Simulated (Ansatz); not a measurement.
Geometry optimisation, DFT r2SCAN, scalar-relativistic, plane waves, PAW (Ansatz 0.2.0).

input.yaml

```yaml
crystal:
  lattice:
    - [7.437405, 0.0, 0.0]
    - [0.0, 7.437405, 0.0]
    - [0.0, 0.0, 7.437405]
  atoms:
    - { symbol: O, position: [0.9099375, 0.7757447, 0.1933745] }
    - { symbol: H, position: [1.0071979, 0.8352831, 0.2562645] }
    - { symbol: H, position: [0.8328152, 0.8733969, 0.1549587] }
    - { symbol: O, position: [0.3133658, 0.7866279, 0.1123265] }
    - { symbol: H, position: [0.4090949, 0.7771409, 0.0245454] }
    - { symbol: H, position: [0.2317276, 0.6903033, 0.0804463] }
    - { symbol: O, position: [0.5825031, 0.3129281, 0.0145203] }
    - { symbol: H, position: [0.4944552, 0.4087377, 0.0092623] }
    - { symbol: H, position: [0.6408537, 0.3300486, 0.1296796] }
    - { symbol: O, position: [0.1204114, 0.2136249, 0.4589588] }
    - { symbol: H, position: [0.050007, 0.1047334, 0.446899] }
    - { symbol: H, position: [0.1797162, 0.2002052, 0.5741213] }
    - { symbol: O, position: [0.4014509, 0.5822758, 0.4979251] }
    - { symbol: H, position: [0.4466864, 0.671185, 0.4142085] }
    - { symbol: H, position: [0.3772044, 0.4782785, 0.423385] }
    - { symbol: O, position: [0.823128, 0.6554754, 0.8732942] }
    - { symbol: H, position: [0.7674941, 0.7610747, 0.9253828] }
    - { symbol: H, position: [0.7641176, 0.5560063, 0.9331543] }
    - { symbol: O, position: [0.8672548, 0.1628457, 0.8166316] }
    - { symbol: H, position: [0.9116107, 0.234115, 0.7170686] }
    - { symbol: H, position: [0.756541, 0.1111872, 0.7715382] }
    - { symbol: O, position: [0.8004126, 0.488822, 0.551948] }
    - { symbol: H, position: [0.91586, 0.5047204, 0.4938215] }
    - { symbol: H, position: [0.797487, 0.3621604, 0.5820786] }
    - { symbol: O, position: [0.5248382, 0.1463865, 0.4693559] }
    - { symbol: H, position: [0.4782696, 0.2442521, 0.3971531] }
    - { symbol: H, position: [0.4633555, 0.0412281, 0.4232998] }
    - { symbol: O, position: [0.8987894, 0.4029011, 0.1069687] }
    - { symbol: H, position: [0.936193, 0.479071, 0.2057547] }
    - { symbol: H, position: [0.998126, 0.4091709, 0.0229895] }
    - { symbol: S, position: [0.1028282, 0.6201315, 0.6598664] }
    - { symbol: O, position: [0.0215759, 0.4429649, 0.6977258] }
    - { symbol: O, position: [0.0527328, 0.718434, 0.4947896] }
basis:
  ecutwfc: 500.0
kpoints:
  mp_grid: { grid: [1, 1, 1] }
hamiltonian:
  xc: r2scan
scf:
  occupations: { method: fermi_dirac, width: 0.02 }
  lower_state_search: "off"
relax:
  f_tol: 0.3
  max_steps: 15
  adjacent_minimum: "off"
```

Run as:

```bash
$ ansatz run input.yaml --threads 1 --pin off --max-ram 3072MiB --backend cpu --events-out ev --progress --plain --runs-dir out
```

Q: Where does it end, and by what steps?

A: The run ended unconverged. Limits of this set-up: coarse k mesh. After 14 steps the energy has fallen by 6.366 eV; H3 moved furthest, 1.51 Å.

| step | energy less start (eV) | largest force component (eV/Å) | accepted |
| --- | --- | --- | --- |
| 0 | 0.0000 | 5.503 | yes |
| 1 | -2.1277 | 2.261 | yes |
| 2 | -3.0905 | 1.394 | yes |
| 3 | -3.5920 | 3.063 | yes |
| 4 | -4.1241 | 2.025 | yes |
| 5 | -4.4468 | 1.419 | yes |
| 6 | -4.7333 | 1.227 | yes |
| 7 | -5.0476 | 0.917 | yes |
| 8 | -5.3776 | 0.981 | yes |
| 9 | -5.6175 | 1.214 | yes |
| 10 | -5.8021 | 0.815 | yes |
| 11 | -5.9626 | 0.993 | yes |
| 12 | -6.1014 | 1.054 | yes |
| 13 | -6.2445 | 1.005 | yes |
| 14 | -6.3656 | 1.164 | yes |

```xyz
33
Lattice="7.4374 0.0000 0.0000 0.0000 7.4374 0.0000 0.0000 0.0000 7.4374" Properties=species:S:1:pos:R:3
O 7.435 6.317 1.388
H 7.341 5.999 2.300
H 7.447 7.284 1.471
O 2.292 4.783 0.937
H 3.042 5.350 0.711
H 1.544 5.412 1.030
O 3.816 2.146 0.658
H 3.234 2.920 0.706
H 4.683 2.499 0.401
O 1.444 1.190 3.599
H 0.703 0.844 4.125
H 1.574 2.106 3.972
O 2.732 3.950 3.804
H 3.700 4.054 3.772
H 2.443 4.251 2.906
O 6.127 5.324 6.252
H 6.208 6.275 6.434
H 6.204 4.847 7.108
O 6.442 0.631 5.266
H 6.573 1.537 5.572
H 5.697 0.670 4.644
O 5.437 3.495 3.125
H 6.133 3.762 3.739
H 5.122 2.602 3.373
O 4.284 0.993 3.154
H 4.113 1.315 2.240
H 3.381 0.866 3.494
O 6.413 3.319 0.620
H 6.232 3.381 1.585
H 7.340 3.086 0.501
S 0.668 4.733 5.229
O 0.465 3.339 5.580
O 0.134 5.118 3.934
```

Run time: 10 min on 1 thread of Arm Neoverse V1 (shared host), peak memory 1.3 GiB.
